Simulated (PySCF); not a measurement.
H9ClSi4, SMILES [SiH3][Si]([SiH3])([SiH3])Cl, CAM-B3LYP/def2-SVP optimised geometry.

```
14

Si    -0.65    -2.59    -1.95
Si     0.03    -1.47     0.00
Si    -0.65    -2.59     1.95
Si    -0.65     0.78     0.00
Cl     2.13    -1.47     0.00
H     -2.14    -2.62    -2.01
H     -0.12    -1.89    -3.15
H     -0.13    -3.99    -1.93
H     -0.12    -3.98     1.93
H     -0.13    -1.88     3.15
H     -2.13    -2.63     2.01
H     -2.13     0.86     0.00
H     -0.12     1.47    -1.21
H     -0.13     1.46     1.22
```

Density from CAM-B3LYP/def2-TZVP in PySCF 2.14.0 at that geometry.

Minimum of the electron density along straight lines between bonded atoms, close to the bond critical point (lines longer than 1.1 times the sum of covalent radii, or with two minima, are not listed):

| bond | length / Å | ρ at the minimum / e bohr⁻³ | ∇²ρ there / e bohr⁻⁵ | position (fraction from the first atom) |
|---|---|---|---|---|
| Si1–Si2 | 2.347 | 0.095 | -0.17 | 0.48 |
| Si2–Si3 | 2.347 | 0.095 | -0.17 | 0.52 |
| Si2–Si4 | 2.347 | 0.095 | -0.17 | 0.52 |
| Si2–Cl5 | 2.105 | 0.090 | 0.17 | 0.36 |
| Si1–H6 | 1.491 | 0.119 | 0.14 | 0.49 |
| Si1–H7 | 1.489 | 0.120 | 0.14 | 0.49 |
| Si1–H8 | 1.489 | 0.120 | 0.14 | 0.49 |
| Si3–H9 | 1.489 | 0.120 | 0.14 | 0.49 |
| Si3–H10 | 1.489 | 0.120 | 0.14 | 0.49 |
| Si3–H11 | 1.491 | 0.119 | 0.14 | 0.49 |
| Si4–H12 | 1.491 | 0.119 | 0.14 | 0.49 |
| Si4–H13 | 1.489 | 0.120 | 0.14 | 0.49 |
| Si4–H14 | 1.489 | 0.120 | 0.14 | 0.49 |
